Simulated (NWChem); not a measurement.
System meant: InH$_{2}$F; SMILES [F][InH2]

The following NWChem deck was run.

```
start job
memory heap 200 mb stack 900 mb global 1100 mb
geometry units angstroms noautoz
  In     0.000000     0.000000    -0.325222
  H      0.000000     1.617741    -0.933431
  H      0.000000    -1.617741    -0.933431
  F      0.000000     0.000000     1.664395
end
basis spherical
  In library def2-svp
  H library def2-svp
  F library def2-svp
end
dft
  xc xpbe96 cpbe96
  iterations 150
  mulliken
end
task dft energy
```

End of the output:

```
             Grid Information
             ----------------
          Grid used for XC integration:  medium
          Radial quadrature: Mura-Knowles
          Angular quadrature: Lebedev.
          Tag              B.-S. Rad. Rad. Pts. Rad. Cut. Ang. Pts.
          ---              ---------- --------- --------- ---------
          In                  1.55      123           8.0       590
          H                   0.35       45          10.0       434
          F                   0.50       49           8.0       434
          Grid pruning is: on
          Number of quadrature shells:   217
          Spatial weights used:  Erf1

          Convergence Information
          -----------------------
          Convergence aids based upon iterative change in
          total energy or number of iterations.
          Levelshifting, if invoked, occurs when the
          HOMO/LUMO gap drops below (HL_TOL):  1.00D-02
          DIIS, if invoked, will attempt to extrapolate
          using up to (NFOCK): 10 stored Fock matrices.

                    Damping( 0%)  Levelshifting(0.5)       DIIS
                  --------------- ------------------- ---------------
          dE  on:    start            ASAP                start
          dE off:    2 iters        150 iters           150 iters

      Screening Tolerance Information
      -------------------------------
          Density screening/tol_rho:  1.00D-10
          AO Gaussian exp screening on grid/accAOfunc:  14
          CD Gaussian exp screening on grid/accCDfunc:  20
          XC Gaussian exp screening on grid/accXCfunc:  20
          Schwarz screening/accCoul:  1.00D-08

      Superposition of Atomic Density Guess
      -------------------------------------

      charge =      49.0 In (Indium)

      symmetry species            s     p     d     f
      number of basis functions =10     7     6
      number of cont. functions = 4     4     2
      number of closed shells   = 5     3     2
      number of open shells     = 0     1     0
      open shell occupation     = 0     1     0
 ------------------------------------------------------------------------
 atomscf:atomd: error in atom scf                   0
 ------------------------------------------------------------------------
 ------------------------------------------------------------------------
  current input line :
    19: task dft energy
 ------------------------------------------------------------------------
 ------------------------------------------------------------------------
 This error has not yet been assigned to a category
 ------------------------------------------------------------------------
 For more information see the NWChem manual at https://nwchemgit.github.io

0:atomscf:atomd: error in atom scf:Received an Error in Communication
```

Question: Can this run be used? If not, why, and what is the fix?

Answer: The program stopped with an error. Cause: the def2 basis of a heavy element holds valence functions alone and wants its effective core potential (without it all electrons must fit into that basis). This input runs:
```
start job
memory heap 200 mb stack 900 mb global 1100 mb
geometry units angstroms noautoz
  In     0.000000     0.000000    -0.325222
  H      0.000000     1.617741    -0.933431
  H      0.000000    -1.617741    -0.933431
  F      0.000000     0.000000     1.664395
end
basis spherical
  * library def2-svp
end
ecp
  In library def2-ecp
end
dft
  xc xpbe96 cpbe96
  iterations 150
  mulliken
end
task dft energy
```
It converges to -290.99039 Ha (PBE/def2-SVP with def2 effective core potentials on In).
